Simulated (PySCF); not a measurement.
# A search over the determinants of BAs

Unrestricted PBE0; basis B 6-31G(d,p), As 6-31G(d,p); no relativity; PySCF 2.14. Outer shells of the fragments: B 2s2 2p1; As 3d10 4s2 4p3.

Followed along the bond (rough minima from three points):

```tsv
2Ms+1	unpaired	⟨S²⟩ at the start	R at minimum (Å)	Te (eV)
3	σ ↑, π ↑	2.01	1.86	0.00
1	σ ↓, π ↑	1.05	1.86	0.15
3	π ↑↑	2.01	none in the scan	≤ 0.86
1	none	0.00	none in the scan	≤ 0.88
1	π ↑↓	1.01	none in the scan	≤ 1.19
```

Solutions found at the starting distance of 1.990 Å, counted from the lowest of them; the search is not exhaustive and high or unbound solutions are not listed, so other states can lie among these:

| 2Ms+1 | unpaired | term | E (eV) | ⟨S²⟩ | ⟨Lz²⟩ | μ (D) |
| --- | --- | --- | --- | --- | --- | --- |
| 3 | σ ↑, π ↑ | ³Π | 0.00 | 2.01 | 1.01 | -0.39 |
| 1 | σ ↓, π ↑ | mixed | 0.13 | 1.05 | 1.00 | -0.46 |
| 3 | π ↑↑ | ³Σ⁻ | 0.75 | 2.01 | 0.00 | 1.72 |
| 1 | π ↑↓ | mixed | 1.07 | 1.01 | 2.01 | 1.80 |
| 1 | none | ¹Σ⁺ | 1.21 | 0.00 | 0.00 | -0.91 |
| 5 | σ ↑, π ↑↑↑ | ⁵Π | 1.89 | 6.00 | 1.00 | 0.58 |
| 1 | none | mixed | 1.98 | 0.00 | 2.00 | 2.02 |
| 3 | σ ↑, π ↑↑↓ | mixed | 2.43 | 3.01 | 3.01 | 0.45 |
| 3 | σ ↓, π ↑↑↑ | mixed | 2.72 | 3.02 | 1.00 | 1.05 |
| 1 | σ ↑, π ↑↓↓ | mixed | 3.00 | 2.02 | 3.02 | 1.10 |

A term symbol is given only where ⟨S²⟩ and ⟨Lz²⟩ are close to those of a pure state; real π, δ and φ orbitals otherwise mix terms. A positive dipole means B(−)As(+).

Spin–orbit coupling is left out.
